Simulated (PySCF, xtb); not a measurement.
Two isomers of C4H5B

We compare a, `BC(=C)C#C`, a singlet, with b, `B/C=C/C#C`, a singlet. Both are isolated molecules in the gas phase, relaxed with B3LYP-D3(BJ)/def2-SVP; the shapes shown needn't be the lowest conformers.

a (Å):

```yaml
atoms:
  - { symbol: C, position_ang: [0.9729, -2.2683, 1.3935] }
  - { symbol: C, position_ang: [0.4812, -2.7592, 2.5623] }
  - { symbol: C, position_ang: [1.4298, -3.1529, 0.3613] }
  - { symbol: C, position_ang: [1.8251, -3.8724, -0.5335] }
  - { symbol: B, position_ang: [1.0313, -0.7276, 1.1954] }
  - { symbol: H, position_ang: [1.4578, -0.2421, 0.1799] }
  - { symbol: H, position_ang: [0.6369, -0.0185, 2.0884] }
  - { symbol: H, position_ang: [0.1352, -2.0773, 3.3434] }
  - { symbol: H, position_ang: [0.4134, -3.8333, 2.7641] }
  - { symbol: H, position_ang: [2.1741, -4.5101, -1.3233] }
```

b (Å):

```xyz
10

C     0.6748   -2.1378    0.4595
C     1.3017   -2.2768    1.6607
C     1.5821   -3.5110    2.3045
C     1.8320   -4.5563    2.8727
B     0.4241   -0.7455   -0.1437
H     0.7923    0.2320    0.4651
H    -0.1297   -0.6085   -1.2067
H     0.3625   -3.0576   -0.0487
H     1.6267   -1.3741    2.1945
H     2.0498   -5.4835    3.3692
```

Energies in hartree; the thermal terms are from B3LYP-D3(BJ)/def2-SVP harmonic frequencies (ideal gas, rigid rotor, one conformer each, 298.15 K, 1 atm) and include the zero-point energy:

```
                              a           b
E, CCSD(T)/def2-SVP  −179.493106  −179.495255
    E, MP2/def2-SVP  −179.422379  −179.425130
  E, MP2/def2-TZVPP  −179.744425  −179.746736
  zero-point energy     0.072179     0.072300
       H(298 K) − E     0.078979     0.079160
       G(298 K) − E     0.043830     0.044009
```

Correct the CCSD(T) difference for the basis set by the MP2 change, then work out ΔE, ΔE₀, ΔH and ΔG for a → b in kcal/mol (1 Eh = 627.51 kcal/mol) and the equilibrium ratio [b]/[a].

1. Differences b − a: CCSD(T) −0.002149, MP2 in the small set −0.002751, MP2 in the large set −0.002311 Eh.
2. ΔE = −0.002149 + (−0.002311 − (−0.002751)) = −0.001709 Eh = −1.07 kcal/mol.
3. ΔE₀ = ΔE + ΔZPE = −0.001709 + (+0.000121) Eh = −1.00 kcal/mol.
4. ΔH = ΔE + (+0.000181) Eh = −0.96 kcal/mol.
5. ΔG = ΔE + (+0.000179) Eh = −0.96 kcal/mol, so ΔS = (ΔH − ΔG)/T = 0.0 J/(mol K).
6. kT = 0.9442 mEh, so K = [b]/[a] = exp(−ΔG/kT) = exp(+1.62) ≈ 5.1.

The two are too close for this level to say which is favoured. An error of 1 kcal/mol in ΔG would change K by a factor of 5.4. Mirror images and further conformers aren't counted.

As drawn, both hold the same kinds of bond in the same numbers.

Other levels gave ΔE = −2.5 (GFN2-xTB); −1.0 (HF/STO-3G, GFN2-xTB geometries); −3.3 (r2SCAN-D4/def2-SVP, GFN2-xTB geometries); −2.6 (B3LYP-D3(BJ)/def2-SVP); −0.9 (HF/def2-SVP); −1.7 (MP2/def2-SVP); −1.3 (CCSD(T)/def2-SVP) kcal/mol. The correlated steps freeze 5 core orbitals. Programs: PySCF 2.14.0, xtb 6.7.1.
